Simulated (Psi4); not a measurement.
Pair of molecules, SMILES Cl with SMILES C, pulled apart as rigid monomers along the line of their centres of mass from the B3LYP-D3(BJ)/def2-TZVP minimum (SMILES order as in the coordinates).
Starting geometry (charge 0, multiplicity 1):
```xyz
7

Cl    -0.413    -0.347    -0.482
H     -0.291    -0.243     0.791
C     -0.044    -0.029     3.287
H     -0.974     0.447     2.977
H      0.057     0.063     4.368
H     -0.059    -1.085     3.021
H      0.803     0.463     2.809
```

The numbers are results of SAPT0/jun-cc-pV(D+d)Z (Psi4), not measurements.

```json
[
 {"H2···C3 (Å)": "2.27", "electrostatics (meV)": "-73.1", "exchange (meV)": "?", "induction (meV)": "-55.2", "dispersion (meV)": "-70.3", "total": "8.3"},
 {"H2···C3 (Å)": "2.52", "electrostatics (meV)": "-37.8", "exchange (meV)": "86.3", "induction (meV)": "-25.1", "dispersion (meV)": "-42.4", "total": "-19.0"},
 {"H2···C3 (Å)": "2.90", "electrostatics (meV)": "-17.1", "exchange (meV)": "22.5", "induction (meV)": "?", "dispersion (meV)": "-21.2", "total": "-24.3"},
 {"H2···C3 (Å)": "3.52", "electrostatics (meV)": "-6.8", "exchange (meV)": "2.3", "induction (meV)": "-2.0", "dispersion (meV)": "-7.6", "total": "-14.2"},
 {"H2···C3 (Å)": "4.53", "electrostatics (meV)": "-2.5", "exchange (meV)": "0.1", "induction (meV)": "-0.4", "dispersion (meV)": "-2.0", "total": "-4.8"}
]
```

**Question.** Fill in the missing entries.

**Answer.** 
- 2.27, exchange (meV): 206.8
- 2.90, induction (meV): -8.7
